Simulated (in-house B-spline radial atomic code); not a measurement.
Ionisation energies along the 31-electron series, configuration [Ar] 3d10 4s2 4p1, as differences of self-consistent energies. NIST's values go from ground level to ground level; the uncertainty of those that are theory runs from under 0.1 % in few-electron ions to several per cent in heavy many-electron ones. Computed with an all-electron radial atomic-structure program (B-spline basis): non-relativistic Hartree-Fock, average of the configuration, point nuclei.

This level leaves out relativity, spin-orbit splitting included, which matters for heavy ions.

| ion | configuration after | ionisation energy (eV) | IE/(q+1)² (eV) | -ε less Coulomb ΔSCF (eV) | tabulated value (eV) | tabulated kind | computed minus tabulated (eV) |
| --- | --- | --- | --- | --- | --- | --- | --- |
| In18+ | [Ar] 3d10 4s2 | 481.3 | 1.3332 | 0.24659 | 497.1 | semi-empirical | -15.8 |
| Sn19+ | [Ar] 3d10 4s2 | 524.7 | 1.3118 | 0.24901 | 537 | tabulated theory | -12.3 |
| Sb20+ | [Ar] 3d10 4s2 | ? | ? | ? | ? | tabulated theory | ? |
| Te21+ | [Ar] 3d10 4s2 | 616.7 | 1.2743 | 0.25362 | 633 | tabulated theory | -16.3 |
| I22+ | [Ar] 3d10 4s2 | ? | ? | ? | ? | tabulated theory | ? |
| Xe23+ | [Ar] 3d10 4s2 | 715.7 | 1.2425 | 0.25794 | 736 | tabulated theory | -20.3 |
| Cs24+ | [Ar] 3d10 4s2 | 767.7 | 1.2284 | 0.25999 | 791 | tabulated theory | -23.3 |
| Ba25+ | [Ar] 3d10 4s2 | 821.5 | 1.2152 | 0.26197 | 846 | tabulated theory | -24.5 |
| La26+ | [Ar] 3d10 4s2 | ? | ? | ? | ? | tabulated theory | ? |
| Ce27+ | [Ar] 3d10 4s2 | 934.2 | 1.1916 | 0.26574 | 965 | tabulated theory | -30.8 |
| Pr28+ | [Ar] 3d10 4s2 | 993.1 | 1.1809 | 0.26753 | 1028 | tabulated theory | -34.9 |
| Nd29+ | [Ar] 3d10 4s2 | 1053.7 | 1.1708 | 0.26927 | 1092 | tabulated theory | -38.3 |

Task: Fill in the row of Sb20+.

Result: ionisation energy (eV): 569.9; IE/(q+1)² (eV): 1.2922; -ε less Coulomb ΔSCF (eV): 0.25135; tabulated value (eV): 584; computed minus tabulated (eV): -14.1.

Task: Fill in the row of I22+.

Result: ionisation energy (eV): 665.4; IE/(q+1)² (eV): 1.2578; -ε less Coulomb ΔSCF (eV): 0.25582; tabulated value (eV): 683; computed minus tabulated (eV): -17.6.

Task: Fill in the row of La26+.

Result: ionisation energy (eV): 877.0; IE/(q+1)² (eV): 1.203; -ε less Coulomb ΔSCF (eV): 0.26388; tabulated value (eV): 906; computed minus tabulated (eV): -29.0.
